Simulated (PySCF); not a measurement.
H7NO2Si2, SMILES N[Si@H](O)O[SiH3]. Coordinates come from a B3LYP-D3(BJ)/def2-SVP optimisation. The structure was generated by enumeration; whether it is a known compound was not checked. One conformer was computed; it need not be the lowest.

Question: Give the equilibrium geometry at B3LYP-D3(BJ)/def2-SVP (PySCF confirms it by a frequency run) as a Z-matrix. (An estimate is asked for; the answer gives what the named calculation found.)

Answer: One answer among several that fit: 
```
O
Si 1 1.6574
Si 1 1.6643 2 138.52
O 2 1.6659 1 102.84 3 -1.88
H 4 0.9640 2 116.28 1 166.04
N 2 1.7181 1 115.46 3 117.64
H 6 1.0156 2 119.33 1 89.42
H 6 1.0163 7 110.87 2 147.58
H 2 1.4816 1 108.42 3 -123.27
H 3 1.4891 1 107.65 2 -179.33
H 3 1.4906 10 109.10 1 120.78
H 3 1.4920 10 108.81 11 118.93
```
